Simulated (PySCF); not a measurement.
An equivalent PySCF input for F²⁺ (fluorine, charge +2), [He] 2s2 2p3, high-spin 4S determinant, with the non-relativistic Hamiltonian (point nucleus):

```python
from pyscf import gto, scf, dft, mp, cc
import basis_set_exchange as bse
mol = gto.M(atom="F 0 0 0", charge=2, spin=3, symmetry="D2h",
            basis=gto.basis.parse(bse.get_basis("cc-pVDZ", elements=["F"], fmt="nwchem", header=False)))
mf = dft.UKS(mol, xc="M062X")
mf.irrep_nelec = {'Ag': (2, 2), 'B1u': (1, 0), 'B2u': (1, 0), 'B3u': (1, 0)}
mf.kernel()
```

It reaches the same state as the run whose output follows, with an energy that differs only through the grid. The run itself started from symmetry-adapted Hartree-Fock orbitals and held the occupation by maximum overlap, on a logarithmic radial grid, so the iterations belong to that start.

```
SCF conv_tol = 1e-09
number electrons alpha = 5  beta = 2
XC functionals = M062X
    Y. Zhao and D. G. Truhlar.,  Theor. Chem. Acc. 120, 215 (2008)
    Y. Zhao and D. G. Truhlar.,  Theor. Chem. Acc. 120, 215 (2008)
cycle= 1 E= -97.7698876114808  delta_E= -0.00085  |g|= 0.00565  |ddm|= 0.147
cycle= 2 E= -97.7698993490281  delta_E= -1.17e-05  |g|= 0.0008  |ddm|= 0.0184
cycle= 3 E= -97.7698995778256  delta_E= -2.29e-07  |g|= 0.000107  |ddm|= 0.00277
cycle= 4 E= -97.7698995814009  delta_E= -3.58e-09  |g|= 4.06e-06  |ddm|= 0.000278
cycle= 5 E= -97.7698995814079  delta_E= -6.98e-12  |g|= 2.47e-07  |ddm|= 1.26e-05
converged SCF energy = -97.7698995814079  <S^2> = 3.75166  2S+1 = 4.0008299
```
